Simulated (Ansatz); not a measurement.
Program: Ansatz. Geometries: PBE0-D4/def2-TZVP. ΔE: electronic, gas phase. CCSD(T)/CBS adds triple-zeta CCSD(T) − MP2 to the extrapolated MP2 energy (def2 sets, frozen cores). DFT in def2-TZVPP. For Br, Ga outer-core shells are correlated without core-valence functions, which leaves a few kJ/mol of doubt a bond. Scalar relativity is left out up to krypton. Each species was taken in one conformer, which may not be the lowest.

Consider the cleavage of the Si–B bond: `[CH3][Al]([CH3])[BH][SiH3]` + `C[O][Ga]([OH])[Br]` → `C[O][Ga]([Br])[O][SiH3]` + `[BH2][Al]([CH3])[CH3]`.

| level | ΔE (kJ/mol) |
| --- | --- |
| ωB97M-V | -102.0 |
| B2PLYP | -105.8 |
| PBE0 | -84.0 |
| HF/def2-QZVPP | -134.1 |

Problem. What does CCSD(T)/CBS give? (Estimate.)

Solution. The calculation gave: -101.6 kJ/mol. The listed levels differ from it by -0.4, -4.2, 17.6, -32.5 kJ/mol.

Largest T1 diagnostic among the species: 0.012.

In def2-TZVPP, CCSD(T) changes the Hartree–Fock value by +29.1 kJ/mol (the triples alone add +3.9 kJ/mol) and MP2 by +22.0 kJ/mol. From PBE to PBE0 (25 % exact exchange), in def2-TZVPP and without D4, ΔE moves by −11.1 kJ/mol.
